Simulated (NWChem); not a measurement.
The numbers come from NWChem runs, not from measurements. System: imidazole (C$_{3}$H$_{4}$N$_{2}$), charge 0, spin multiplicity 1, at a geometry optimised with B3LYP/def2-SVP. Level: PBE0/def2-TZVP.

Output (cleaned and shortened):

```
             Northwest Computational Chemistry Package (NWChem) 7.3.0
             --------------------------------------------------------

                                NWChem Input Module
                                -------------------

 Scaling coordinates for geometry "geometry" by  1.889725989
 (inverse scale =  0.529177249)

 Turning off AUTOSYM since
 SYMMETRY directive was detected!

                             Geometry "geometry" -> ""
                             -------------------------

 Output coordinates in angstroms (scale by  1.889725989 to convert to a.u.)

  No.       Tag          Charge          X              Y              Z
 ---- ---------------- ---------- -------------- -------------- --------------
    1 C                    6.0000     0.89142600     0.76174300     0.00000000
    2 C                    6.0000     0.98390800    -0.61285300     0.00000000
    3 N                    7.0000    -0.32002200    -1.05835900     0.00000000
    4 C                    6.0000    -1.12493200     0.04659700     0.00000000
    5 N                    7.0000    -0.42366500     1.15652200     0.00000000
    6 H                    1.0000     1.70704000     1.48417900     0.00000000
    7 H                    1.0000     1.83215100    -1.29274900     0.00000000
    8 H                    1.0000    -0.62274200    -2.02498400     0.00000000
    9 H                    1.0000    -2.21305000    -0.02651100     0.00000000

 Effective nuclear repulsion energy (a.u.)     162.9753922999

            Nuclear Dipole moment (a.u.)
            ----------------------------
        X                 Y               Z
 ---------------- ---------------- ----------------
     0.0000037795    -0.0000037795     0.0000000000

      Symmetry information
      --------------------

 Group name             Cs
 Group number              2
 Group order               2
 No. of unique centers     9

      Symmetry unique atoms

     1    2    3    4    5    6    7    8    9


 Summary of "ao basis" -> "" (spherical)
 ------------------------------------------------------------------------------
       Tag                 Description            Shells   Functions and Types
 ---------------- ------------------------------  ------  ---------------------
 *                         def2-tzvp                  on all atoms

                                 NWChem DFT Module
                                 -----------------

 Summary of "ao basis" -> "ao basis" (spherical)
[...]
 Vector   17  Occ=2.000000D+00  E=-2.862733D-01  Symmetry=a'
              MO Center= -3.7D-01,  1.1D+00, -1.1D-14, r^2= 1.6D+00
   Bfn.  Coefficient  Atom+Function         Bfn.  Coefficient  Atom+Function
  ----- ------------  ---------------      ----- ------------  ---------------
   131      0.345834  5 N  py               134      0.286634  5 N  py
   128      0.238080  5 N  s                137      0.227474  5 N  py
   130     -0.137998  5 N  px               127      0.136605  5 N  s
    97     -0.128591  4 C  s                 67      0.121698  3 N  s
   133     -0.117063  5 N  px                38      0.111210  2 C  py

 Vector   18  Occ=2.000000D+00  E=-2.447096D-01  Symmetry=a"
              MO Center=  3.0D-01, -2.4D-03,  2.2D-16, r^2= 2.4D+00
   Bfn.  Coefficient  Atom+Function         Bfn.  Coefficient  Atom+Function
  ----- ------------  ---------------      ----- ------------  ---------------
    39      0.266817  2 C  pz                42      0.248834  2 C  pz
   101     -0.241820  4 C  pz                 8      0.229767  1 C  pz
   104     -0.219411  4 C  pz                11      0.214719  1 C  pz
    45      0.185142  2 C  pz               107     -0.164958  4 C  pz
    14      0.127743  1 C  pz               132     -0.082509  5 N  pz

 Vector   19  Occ=0.000000D+00  E= 2.257169D-02  Symmetry=a"
              MO Center= -1.8D-01, -2.1D-01, -4.9D-15, r^2= 3.1D+00
   Bfn.  Coefficient  Atom+Function         Bfn.  Coefficient  Atom+Function
  ----- ------------  ---------------      ----- ------------  ---------------
   107      0.514162  4 C  pz                45      0.508422  2 C  pz
    76     -0.505954  3 N  pz               104      0.286652  4 C  pz
    14     -0.276345  1 C  pz               101      0.268684  4 C  pz
    70     -0.258428  3 N  pz                42      0.233288  2 C  pz
    39      0.231956  2 C  pz               138     -0.225338  5 N  pz

 Vector   20  Occ=0.000000D+00  E= 3.354565D-02  Symmetry=a'
              MO Center= -6.3D-01, -2.2D+00,  2.7D-15, r^2= 3.9D+00
   Bfn.  Coefficient  Atom+Function         Bfn.  Coefficient  Atom+Function
  ----- ------------  ---------------      ----- ------------  ---------------
   170      1.899381  8 H  s                 67     -1.651683  3 N  s
    75      0.674400  3 N  py               176      0.657621  9 H  s
   164      0.617489  7 H  s                105      0.444644  4 C  px
    36     -0.417317  2 C  s                 43     -0.317761  2 C  px
   129     -0.283166  5 N  s                 65     -0.193188  3 N  s

 Vector   21  Occ=0.000000D+00  E= 6.112027D-02  Symmetry=a"
              MO Center=  2.9D-01,  4.6D-01,  2.2D-14, r^2= 3.1D+00
   Bfn.  Coefficient  Atom+Function         Bfn.  Coefficient  Atom+Function
  ----- ------------  ---------------      ----- ------------  ---------------
    14      0.702660  1 C  pz               138     -0.563044  5 N  pz
    45     -0.531117  2 C  pz               107      0.389253  4 C  pz
   132     -0.289070  5 N  pz                 8      0.280012  1 C  pz
    11      0.269167  1 C  pz               135     -0.227279  5 N  pz
    39     -0.182998  2 C  pz                42     -0.164561  2 C  pz

 center of mass
 --------------
 x =  -0.01944719 y =   0.05126692 z =   0.00000000

 moments of inertia (a.u.)
 ------------------
         192.475412320870           1.140868755065           0.000000000000
           1.140868755065         185.428158921317           0.000000000000
           0.000000000000           0.000000000000         377.903571242187

     Multipole analysis of the density
     ---------------------------------

     L   x y z        total         alpha         beta         nuclear
     -   - - -        -----         -----         ----         -------
     0   0 0 0     -0.000000    -18.000000    -18.000000     36.000000

     1   1 0 0      0.008394      0.004195      0.004195      0.000004
     1   0 1 0     -1.479491     -0.739744     -0.739744     -0.000004
     1   0 0 1     -0.000000     -0.000000     -0.000000      0.000000

     2   2 0 0    -18.293783    -65.745810    -65.745810    113.197836
     2   1 1 0      2.281000      0.127095      0.127095      2.026810
     2   1 0 1      0.000000      0.000000      0.000000      0.000000
     2   0 2 0    -20.298723    -65.370503    -65.370503    110.442283
     2   0 1 1      0.000000      0.000000      0.000000      0.000000
     2   0 0 2    -23.783703    -11.891851    -11.891851      0.000000

 Task  times  cpu:       35.7s     wall:       35.7s

 Total times  cpu:       35.7s     wall:       35.7s
```

### Question
Write an NWChem input that would produce this output.

### Answer
One answer among several that fit: 
```
start mol
memory heap 200 mb stack 900 mb global 1100 mb
geometry units angstroms nocenter noautoz
  C      0.891426     0.761743     0.000000
  C      0.983908    -0.612853     0.000000
  N     -0.320022    -1.058359     0.000000
  C     -1.124932     0.046597     0.000000
  N     -0.423665     1.156522     0.000000
  H      1.707040     1.484179     0.000000
  H      1.832151    -1.292749     0.000000
  H     -0.622742    -2.024984     0.000000
  H     -2.213050    -0.026511     0.000000
  symmetry group Cs
end
basis spherical
  * library def2-tzvp
end
dft
  xc pbe0
  semidirect memsize 60000000 filesize 0
  iterations 100
end
task dft energy
```
